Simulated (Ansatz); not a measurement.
Ga8As8H22, a nanocrystal cut from wurtzite GaAs (hydrogen-capped), relaxed as a singlet with RKS PBE-D4/def2-SVP in Ansatz, starting from the GFN2-xTB geometry. Force threshold 0.03 eV/Å.

Single mean-field runs in def2-SVP are fitted with def2-universal-jkfit.

Start:

```
atom   x (Å)   y (Å)   z (Å)
 Ga1   0.171   3.540  -3.572
 As2  -2.197   2.930  -2.690
 As3   1.219   1.663  -2.238
 Ga4   1.208   1.792   0.330
 Ga5  -2.821   1.018  -1.077
 As6  -1.262   1.240   0.960
 As7   2.569   0.042   1.630
 Ga8   2.861   0.322   4.126
 Ga9  -1.480  -0.586   2.762
As10   0.325  -0.089   4.532
Ga11   0.414  -0.630  -3.026
As12  -1.882  -1.147  -2.029
As13   1.878  -2.272  -1.605
Ga14   1.822  -2.322   1.012
Ga15  -2.090  -3.279  -0.641
As16  -0.697  -2.570   1.376
 H17   0.527   4.983  -3.061
 H18   0.218   3.262  -5.122
 H19  -2.838   4.122  -2.040
 H20  -3.268   2.902  -3.746
 H21   2.691   1.545  -2.585
 H22   1.540   3.284   0.838
 H23  -4.379   1.050  -0.714
 H24  -1.694   2.521   1.646
 H25   3.923   0.063   0.948
 H26   3.198   1.786   4.586
 H27   3.671  -0.870   4.765
 H28  -2.934  -0.678   3.423
 H29  -0.277   1.059   5.290
 H30   0.016  -1.027   5.664
 H31   0.568  -0.901  -4.599
 H32  -2.700  -1.363  -3.281
 H33   3.233  -2.562  -2.199
 H34   1.365  -3.627  -1.996
 H35   2.732  -3.499   1.607
 H36  -3.584  -3.546  -0.234
 H37  -1.310  -4.435  -1.397
 H38  -0.735  -3.721   2.356
```

(1) Estimate the energy that the relaxation releases and the steps that it takes.

(2) Does the start keep its bonding and symmetry?

(3) Predict the relaxed structure.

Answers

(1) 18.4 kcal/mol, in 8 steps; 30 s on 4 threads of AMD EPYC 7R13 on a shared host and a share (37 GiB) of an NVIDIA H100 80GB HBM3. The force fell under the threshold at step 5, but the optimiser went on and released 0.005 eV more. No frequencies were taken in this run, so the end may be a saddle point.

(2) By distances, no bond broke or formed. The bond that changes most is Ga11–As13, from 2.62 to 2.51 Å (atoms count from 1). Point group Cs at the start, Cs at the end, both within 0.05 Å.

(3) 
Cartesian coordinates in Å:
```
Ga 0.139 3.347 -3.372
As -2.198 2.840 -2.491
As 1.243 1.474 -2.127
Ga 1.219 1.797 0.325
Ga -2.738 0.976 -0.917
As -1.154 1.325 0.957
As 2.486 -0.015 1.435
Ga 2.682 0.302 3.913
Ga -1.510 -0.495 2.601
As 0.196 -0.026 4.366
Ga 0.454 -0.714 -2.943
As -1.797 -1.050 -1.966
As 1.834 -2.328 -1.613
Ga 1.792 -2.317 0.892
Ga -2.056 -3.151 -0.600
As -0.637 -2.439 1.357
H 0.548 4.730 -2.734
H 0.097 3.010 -4.912
H -2.813 4.097 -1.881
H -3.178 2.705 -3.653
H 2.722 1.519 -2.509
H 1.666 3.242 0.774
H -4.258 0.912 -0.508
H -1.646 2.589 1.657
H 3.903 0.103 0.875
H 2.983 1.815 4.238
H 3.401 -0.947 4.553
H -2.979 -0.619 3.157
H -0.349 1.147 5.176
H -0.004 -1.094 5.438
H 0.581 -0.965 -4.494
H -2.674 -1.259 -3.199
H 3.286 -2.162 -2.051
H 1.626 -3.746 -2.134
H 2.674 -3.472 1.502
H -3.554 -3.256 -0.121
H -1.254 -4.289 -1.355
H -0.732 -3.584 2.363
```
Bond lengths (bridged metal pairs left out): 21 × As–Ga 2.46 to 2.55 Å; 11 × Ga–H 1.58 Å; 11 × As–H 1.52 to 1.53 Å.
